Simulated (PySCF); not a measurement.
Atom-mapped SMILES (the numbers label the heavy atoms): `[F:1][Si@@H:2]([SiH3:3])[SiH2:4][O:5][SiH3:6]`. Each H is labelled by its parent atom. Ha(Si4) is pro-R; Hb(Si4) is pro-S.

Calculated, not measured (PySCF 2.14.0 with density-fitted response routines): GFN2-xTB structure, PBE0/pcSseg-1 with gauge-including orbitals. Gas phase, no relativistic terms, fast rotation and ring inversion assumed for equivalent nuclei, single conformer.

References, each an isolated molecule treated in the same way: TMS for ¹H (σ = 31.72 ppm) and ²⁹Si (σ = 349.16 ppm); CFCl3 for ¹⁹F (σ = 170.95 ppm); ¹⁷O (σ = 336.08 ppm) vs H2O.

```json
{"atoms": "O5", "nucleus": "¹⁷O", "count": "1", "δ (ppm)": "-13.7"}
{"atoms": "Hb(Si4)", "nucleus": "¹H", "count": "1", "δ (ppm)": "?"}
{"atoms": "H(Si6)", "nucleus": "¹H", "count": "3", "δ (ppm)": "4.99"}
{"atoms": "Si2", "nucleus": "²⁹Si", "count": "1", "δ (ppm)": "20.3"}
{"atoms": "Si6", "nucleus": "²⁹Si", "count": "1", "δ (ppm)": "-39.9"}
{"atoms": "Ha(Si4)", "nucleus": "¹H", "count": "1", "δ (ppm)": "5.61"}
{"atoms": "H(Si2)", "nucleus": "¹H", "count": "1", "δ (ppm)": "6.23"}
{"atoms": "Si3", "nucleus": "²⁹Si", "count": "1", "δ (ppm)": "?"}
{"atoms": "F1", "nucleus": "¹⁹F", "count": "1", "δ (ppm)": "-270.5"}
{"atoms": "H(Si3)", "nucleus": "¹H", "count": "3", "δ (ppm)": "?"}
{"atoms": "Si4", "nucleus": "²⁹Si", "count": "1", "δ (ppm)": "-33.0"}
```

Complete the table.

## Answers


- Hb(Si4): 5.68 ppm, hydrogen on a silicon bonded to O, Si
- H(Si3): 3.68 ppm, hydrogen on a silicon bonded to Si
- Si3: -117.3 ppm, silicon bonded to Si, 3 H

Unscaled 19F shifts against computed CFCl3 carry errors that often reach 10 to 50 ppm. Experimental scales use liquid or dissolved standards, which lie at an offset from isolated H2O (liquid H2O: subtract about 36 ppm).
